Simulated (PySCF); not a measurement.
Mean polarisability (bohr³) of eight silicon and germanium compounds: PBE beside r2SCAN, computed with PySCF for isolated molecules in the bases named; differences from unrounded values. The eight are the first of their class met in an unordered collection, after screening for sound electronic states; none was chosen by its value. Each molecule has one DFT geometry for both levels.

| molecule | basis | r2SCAN | PBE | difference |
|---|---|---|---|---|
| C₄H₁₀OSi, SMILES C[C@H]1OC[Si@H]1C | def2-TZVP | 77.8 | 79.9 | 2.1 |
| CH₉FN₂Si₂, SMILES F[Si@H](NC)N[SiH3] | def2-TZVP | 77.5 | (withheld) | (withheld) |
| hexafluorodisilane (F₆Si₂), SMILES F[Si]([Si](F)(F)F)(F)F | def2-TZVP | 42.8 | (withheld) | (withheld) |
| Si(H)(OH)2(SeH) (H4O2SeSi), SMILES O[SiH](O)[SeH] | def2-TZVP | 58.4 | 60.5 | 2.1 |
| C4H10OSi, SMILES OC[C@H]1CC[SiH2]1 | def2-TZVP | 79.3 | (withheld) | (withheld) |
| C4H5NSi, SMILES C#C[C@@H]([SiH3])C#N | def2-TZVP | 74.1 | 75.8 | 1.7 |
| CH4N2OSi, SMILES C(#N)O[SiH2]N | def2-TZVP | 51.1 | 52.8 | 1.7 |
| CH₈FNSi₂, SMILES CN([SiH3])[SiH2]F | def2-TZVP | 70.4 | 72.8 | 2.4 |

**Question.** Some entries are withheld; supply them. (Estimate from the structure and the level; the computed values follow.)

**Answer.** 
- CH₉FN₂Si₂, SMILES F[Si@H](NC)N[SiH3], PBE: 80.4
- CH₉FN₂Si₂, SMILES F[Si@H](NC)N[SiH3], difference: 2.9
- C4H10OSi, SMILES OC[C@H]1CC[SiH2]1, PBE: 81.4
- C4H10OSi, SMILES OC[C@H]1CC[SiH2]1, difference: 2.1
- hexafluorodisilane (F₆Si₂), SMILES F[Si]([Si](F)(F)F)(F)F, PBE: 45.1
- hexafluorodisilane (F₆Si₂), SMILES F[Si]([Si](F)(F)F)(F)F, difference: 2.3

PBE lies below r2SCAN in 0 and above it in 8 of the eight; the mean signed difference is 2.2 and the largest 2.9 bohr³.
